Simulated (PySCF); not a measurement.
Be(Cl)(OSiH3) (BeClH3OSi), SMILES [SiH3][O][Be][Cl]. Atoms are numbered in the order given.

```xyz
7

Be     0.0000     0.0000     0.7400
Cl     0.0000     0.0000     2.5499
O      0.0000     0.0000    -0.6679
Si     0.0000     0.0000    -2.3205
H     -1.2165    -0.7024    -2.8254
H      1.2165    -0.7024    -2.8254
H      0.0000     1.4047    -2.8254
```

Geometry optimised at PBE0-D3(BJ)/def2-SVP. One conformer was computed; it need not be the lowest.

These are PBE0/pcJ-1 (PySCF) values and carry that method's errors.

Isotropic couplings with Fermi-contact, spin-dipole and both spin-orbit terms, one fixed conformer, no vibrational averaging. Isotopes: 1H, 29Si.

```
pair    bonds apart  J (Hz)
------  -----------  ------
Si4–H5            1       ?
Si4–H6            1       ?
Si4–H7            1       ?
H5–H6             2    11.6
H5–H7             2    11.6
H6–H7             2    11.6
```

Task: What belongs in the gaps? (The exact figures need the calculation; the answer reports its results.)

Result: 
- Si4–H5, J (Hz): -221.6
- Si4–H6, J (Hz): -221.6
- Si4–H7, J (Hz): -221.6
